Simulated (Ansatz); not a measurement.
```xyz
2

Mo    0.0000    0.0000    0.0000
H     0.0000    0.0000    4.3750
```

Basis set: pcseg-2 on H; def2-TZVPP on Mo (spherical functions, with the set's core potentials past Kr). Some runs use density fitting. Charge 0, multiplicity 6.

Computed with Ansatz (development build ahead of 0.2.0); each method stands on the lowest determinant of its kind that the runs found.

(1) Give the atomization energy at this shape (free ground-state atoms in the same class of orbitals less the molecule, no zero-point energy) of sextet MoH by PBE (unrestricted), PBE0 (unrestricted).

## Answers

(1)

```
             method  atomization energy
 PBE (unrestricted)          1.3 kJ/mol
PBE0 (unrestricted)          1.1 kJ/mol
```

Caution: charge can spread falsely over distant fragments; other spin multiplicities were not run; the shape is not the minimum; the unrestricted determinant is a mixture of spin states.
